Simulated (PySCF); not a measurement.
## Worked example: oscillator strength and radiative lifetime

Ge(F)2(Cl)(Me) (CH3ClF2Ge), SMILES [CH3][Ge]([Cl])([F])[F].

The structure is a stationary point at PBE0-D3(BJ)/def2-SVP. The structure was generated by enumeration, and PubChem lists no compound with its InChIKey, so it may never have been made.

PySCF with TDDFT-CAM-B3LYP/def2-SVPD puts the first singlet state with f over 0.02 at 7.60 eV (vertical), with the transition dipole (0.514, 0.225, 0.000) in atomic units.

Q: Find the oscillator strength, the wavelength and the radiative lifetime that this transition would have in vacuum if emission retraced absorption.

A: 
|μ|² = 0.3148 au, so |μ| = 1.43 D. ΔE = 7.60/27.211 = 0.2793 hartree. f = (2/3) ΔE |μ|² = 0.059 (the program prints 0.059).
λ = 1239.84/7.60 = 163 nm; ν = 61298 cm⁻¹.
Einstein's coefficient A = 0.6670 ν² f s⁻¹ (ν in cm⁻¹) = 1.5e8 s⁻¹, so τ = 1/A = 6.8 ns. This state is S1. The figure is the radiative limit of this one transition; relaxation, internal conversion, crossing to triplets and a medium change what is measured.
